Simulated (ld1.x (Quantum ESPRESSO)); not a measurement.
**What one change does to a pseudopotential (silicon (Si), ultrasoft)**

ld1.x (Quantum ESPRESSO) 7.5 input, shortened:

```
&input
   title='Si', zed=14., rel=1, dft='PBE', iswitch=3,
   config='[Ne] 3s2 3p1'
 /
 &inputp
   pseudotype=3, tm=.true., lloc=-1, rcloc=2.00,
   nlcc=.true., new_core_ps=.true., rcore=1.30
 /
4
3S  1  0   2.00   0.00  1.35  1.85  0.0
3S  1  0   0.00  -0.60  1.35  1.85  0.0
3P  2  1   1.00   0.00  1.80  2.10  0.0
3P  2  1   0.00  -0.45  1.80  2.10  0.0
 &test
   configts(1)='3s2 3p1'
 /
```

Change: functional LDA (PZ).

Cutoffs: the cutoffs (Ry, on a coarse ladder) from which the occupation-weighted sum of valence levels, in a spherical-Bessel basis at the reference potential, stays within 10 and 1 mRy of its value at 400 Ry; they do not see the model core or the augmentation charge, which bear on the density cutoff. Errors are all-electron minus pseudo energies relative to the spin-unpolarised reference configuration.

Question: How do hardness, ghosts and transferability respond?

Answer: The potential gets neither clearly harder nor softer (8 Ry and 15 Ry → 8 Ry and 15 Ry); the number of tests with a reliable result goes from 7 to 9; of the 7 tests that both files solve, the error grows in 3 and shrinks in 2 by more than 15 % and 0.3 meV (median size 2.0 → 2.3 meV); neither file shows a bound ghost.

| quantity | base | changed |
| --- | --- | --- |
| cutoff, loose | 8 Ry | 8 Ry |
| cutoff, tight | 15 Ry | 15 Ry |
| bound ghosts | none | none |
| error for 3s2 3p2, meV [ΔE -7.74 → -7.83 eV] | +1.5 | +1.9 |
| error for 3s2 3p0, meV [ΔE 15.99 → 16.11 eV] | +4.5 | +5.3 |
| error for 3s1 3p0, meV [ΔE 49.96 → 50.26 eV] | +31 | +20 |
| error for 3s2 3p1.5, meV [ΔE -4.82 → -4.86 eV] | +0.7 | +0.8 |
| error for 3s1 3p3, meV [ΔE -0.93 → -1.02 eV] | -2.0 | -1.3 |
| error for 3s0 3p4, meV [ΔE 6.04 → 5.95 eV] | -9.6 | -11 |
| error for 3s2 3p2.3, meV [ΔE -8.67 → -8.79 eV] | +1.8 | +2.3 |
| s: phases at 2.29 bohr within 0.05 rad from the reference energy up to (Ry; the scan ends near 5) | 3.9 | 3.9 |
| p: phases at 2.29 bohr within 0.05 rad from the reference energy up to (Ry; the scan ends near 5) | 4.2 | 4.2 |
| lowest overlap eigenvalue by channel | s 0.41, p 0.78 | s 0.40, p 0.77 |
